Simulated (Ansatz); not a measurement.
`[SiH3][N]([SiH3])[Ge][Cl]` + `N[CH2][GeH2][NH2]` → `[NH2][Ge][N]([SiH3])[SiH3]` + `[NH2][GeH2][CH2]Cl`  (redistribution)

Computed with Ansatz on PBE0-D4/def2-TZVP structures; ΔE is electronic, products minus reactants. CCSD(T)/CBS adds triple-zeta CCSD(T) − MP2 to the extrapolated MP2 energy (def2 sets, frozen cores). DFT in def2-TZVPP. B3LYP here is the variant with VWN-RPA as its local correlation; programs differ in this. For Ge outer-core shells are correlated without core-valence functions, which leaves a few kJ/mol of doubt a bond. Scalar relativity is left out up to krypton. Each species was taken in one conformer, which may not be the lowest.

```
          level  ΔE (kJ/mol)
        PBE0-D4         51.5
          B3LYP         52.4
 MP2/def2-TZVPP         43.1
CCSD/def2-TZVPP         45.2
```

**Question.** What does CCSD(T)/CBS give? (An estimate is asked.)

**Answer.** The calculation gave: +45.2 kJ/mol. The listed levels differ from it by 6.3, 7.2, -2.1, 0.0 kJ/mol.

Largest T1 diagnostic among the species: 0.014.

In def2-TZVPP, CCSD(T) changes the Hartree–Fock value by −9.5 kJ/mol (the triples alone add −1.3 kJ/mol) and MP2 by −10.2 kJ/mol.

CCSD(T)/CBS has its own doubt, a few kJ/mol and more with outer-core shells, so smaller differences from it don't rank the levels.
